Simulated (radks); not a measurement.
Results of a calculation; reference values are marked as such.
Charge is removed step by step from the 3d down level of W+, starting from [Ar] 3d(up 5, down 5) 4s2 4p6 4d10 4f14 5s2 5p6 5d4 6s1. Code: a radial shooting solver on a logarithmic mesh with Libxc functionals. Model: scalar-relativistic Kohn-Sham, r2SCAN, spin-polarised, spherical densities, finite nucleus; open shells are filled with parallel spins first (spin-orbit coupling, left out, can overturn this in heavy ions); meta-GGA in the generalised Kohn-Sham scheme; Fermi nuclear charge, rms radius 5.3658 fm.

removed (e)	E - E(0) (eV)	eigenvalue (eV)	E minus straight line (eV)
0	0.000	-1820.0	0.000
0.25	456.14	-1835.1	-5.755
0.5	916.08	-1850.4	-7.709
0.75	1379.9	-1866.0	-5.808
1	1847.6	-1881.7	0.000

Removing the whole electron costs 1847.6 eV by Delta-SCF, against 1820.0 eV from minus the eigenvalue at the starting occupation. Slater's transition state (half an electron removed) gives 1850.4 eV. Integrating minus the eigenvalue over the occupation (Janak's theorem) gives 1850.6 eV. In this scalar-relativistic scheme the density is built from large components alone, so the theorem holds only approximately. The mean slope of the eigenvalue, de/dn, is 61.7 eV per electron.
